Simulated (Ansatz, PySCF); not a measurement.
H₂Zr, multiplicity 1. Atoms are numbered in the order given.

```xyz
3

Zr     0.0000     0.0000     0.0000
H      0.0000     0.0000    -1.9292
H      0.0000     0.0000     1.9292
```

Coordinates come from a PBE0-D3(BJ)/def2-TZVPD optimisation. A frequency run showed that this geometry is not a minimum. The spin state was assumed, not searched. The def2 effective core potentials stand for the cores of Zr; spin–orbit coupling is left out.

Vertical ionisation energy (IE) and electron affinity (EA) in eV. Rows of orbital energies are one-electron estimates. Where ΔSCF, EOM or ADC give a negative EA the extra electron is unbound and the value depends on the basis.

```csv
level,IE,EA
"−ε(HOMO), −ε(LUMO), ωB97X/def2-TZVPD (PySCF)",7.99,1.46
"−ε(HOMO), −ε(LUMO), r2SCAN/def2-TZVPD (PySCF)",___,___
"ΔSCF, ωB97X-V/def2-TZVPD (Ansatz), final states of multiplicity 2 and 2",6.95,1.58
```

Q: Fill in the missing entries. (An estimate is asked for; the answer gives what the named calculation found.)

A: 
- −ε(HOMO), −ε(LUMO), r2SCAN/def2-TZVPD (PySCF), IE: 5.26
- −ε(HOMO), −ε(LUMO), r2SCAN/def2-TZVPD (PySCF), EA: 5.18

Q: What vertical singlet–triplet gap does ΔSCF give with ωB97X-V/def2-TZVPD (Ansatz, a quantum-chemistry and plane-wave program) and with PBE/def2-TZVPD (Ansatz)? (The exact figures need the calculation; the answer reports its results.)

A: -0.67 and -0.89 eV (triplet above singlet where positive).
